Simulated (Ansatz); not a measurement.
Mulliken charges of C$_{2}$H$_{6}$SeSi (`C=C([SiH3])[SeH]`) from r2SCAN/def2-TZVPP in Ansatz (PBE0-D4/def2-TZVP geometry).

```
atom   x (Å)   y (Å)   z (Å)  charge (e)
  C1  -1.345   0.998  -0.112      -0.160
  C2  -0.246   0.301  -0.392      -0.128
 Si3   0.585  -0.809   0.853       0.290
 Se4   0.473   0.330  -2.159      -0.023
  H5  -1.794   0.944   0.875       0.088
  H6  -1.842   1.639  -0.835       0.077
  H7   2.025  -0.448   0.952      -0.067
  H8   0.492  -2.227   0.420      -0.055
  H9  -0.073  -0.634   2.175      -0.071
 H10   1.809  -0.144  -1.774       0.047
```

Q: By hand: the dipole of these point charges (1 e Å = 4.8032 D).

A: Σ q r = (0.033, -0.040, 0.053) e Å, of length 0.074 e Å = 0.36 D.

Q: How does the dipole of the full density compare? (An estimate is asked.)

A: Ansatz gave: (-0.020, 0.015, 0.116) e Å, 0.57 D; the point charges give 0.63 times that, at 56° from its direction.

Point charges leave out the atoms' own dipoles, such as those of lone pairs, and Mulliken's split depends on the basis, so the two needn't agree.
